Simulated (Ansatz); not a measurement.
Two isomers of CH8FNOSi2: A = `CN([SiH2]O)[SiH2]F`, B = `CO[SiH2]N[SiH2]F`.

Computed with Ansatz on PBE0-D4/def2-TZVP structures; ΔE is electronic, products minus reactants. CBS: MP2 limit from def2 TZ/QZ plus the TZ coupled-cluster correction, frozen cores. Functionals use def2-TZVPP. B3LYP here is the variant with VWN-RPA as its local correlation; programs differ in this. Each species was taken in one conformer, which may not be the lowest.

Which isomer does CCSD(T)/CBS put lower? Give the gap. (Best estimate.)

The calculation gave: A, by 4.2 kcal/mol.

Give E(B) − E(A) in kcal/mol with MP2/def2-TZVPP, ωB97M-V, PBE0-D4, B3LYP, B3LYP-D4, CCSD(T)/def2-TZVPP, PBE-D4. (Best estimate.)

The calculation gave: MP2/def2-TZVPP 5.1, ωB97M-V 3.8, PBE0-D4 4.1, B3LYP 1.9, B3LYP-D4 3.3, CCSD(T)/def2-TZVPP 4.1, PBE-D4 4.4. None reverses the order clearly.

Largest T1 diagnostic: 0.012.

The D4 term adds +1.4 kcal/mol with B3LYP and +0.8 kcal/mol with PBE0; it sums over pairs of atoms, weighted by their polarisabilities, and B3LYP, whose exchange is more repulsive, gets the larger term. In def2-TZVPP, CCSD(T) changes the Hartree–Fock value by +4.1 kcal/mol (the triples alone add +0.6 kcal/mol) and MP2 by +5.1 kcal/mol.
